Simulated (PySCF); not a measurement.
**Mo⁺: ionisation energy**

Mo⁺ [Kr] 4d5 (6S) → Mo²⁺ [Kr] 4d4 (5D), as a difference of total energies. All numbers are calculated (PySCF 2.14, scalar relativity through the core potential, in cc-pVDZ-PP with ECP28MDF). Correlated levels: valence: 4s2 4p6 frozen. The calculations carry no spin-orbit coupling.

```
           method  ionisation energy (eV)
              UHF                  15.142
            B3LYP                  16.219
             TPSS                  16.166
    MP2 (valence)                  15.670
SCS-MP2 (valence)                  15.318
```

Problem. How much does correlation contribute at MP2 (valence)?

Solution. 15.670 − (15.142) = 0.528 eV, measured against UHF.

The reference lies between the lowest fine-structure levels, while these numbers refer to the centres of the terms.

Errors of the correlated levels include the incompleteness of this basis and the frozen core.

For comparison: 16.16 ± 0.12 eV (semi-empirical (NIST evaluation); NIST Atomic Spectra Database, ionization energies).
